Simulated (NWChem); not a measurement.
## Excited singlets of H3BN (+1) by symmetry

```xyz
5

B      0.0000     0.0000     0.7856
N      0.0000     0.0000    -0.5304
H      0.0000     0.0000     1.9726
H      0.8584     0.0000    -1.0941
H     -0.8584     0.0000    -1.0941
```
Charge +1, spin multiplicity 1.

The numbers come from NWChem runs, not from measurements. The geometry was optimised at PBE0/def2-SVP, a minimum by its harmonic frequencies. It is one conformer; others weren't searched.

Basis set: def2-SVPD. Symmetry labels belong to the abelian group C2v used in the runs, with the axes of the coordinates shown. Entries are the lowest vertical excitation energy of each symmetry in eV (for CIS and TDDFT among the lowest few roots); a state of one symmetry need not have the same character in every method. Symmetries that some method's roots don't reach, or where a double excitation leads the EOM-CCSD root, are left out.

The correlated methods keep 2 core orbitals frozen. B3LYP has NWChem's definition, with VWN1-RPA local correlation. The spin multiplicity of the parent species was assumed, not shown to be that of its ground state. The structure started from a generated list of species. Coupled-cluster values serve here as a point of comparison, not as the truth.

```json
[
 {"method": "CIS", "a2": "6.76", "a1": "10.01", "b1": "10.21", "b2": "10.61"},
 {"method": "TD-PBE", "a2": "5.54", "a1": "8.76", "b1": "8.74", "b2": "9.64"},
 {"method": "TD-B3LYP", "a2": "5.74", "a1": "8.92", "b1": "9.07", "b2": "9.79"},
 {"method": "TD-PBE0", "a2": "5.84", "a1": "9.04", "b1": "9.12", "b2": "10.03"},
 {"method": "EOM-CCSD", "a2": "5.85", "a1": "9.15", "b1": "9.41", "b2": "10.12"}
]
```
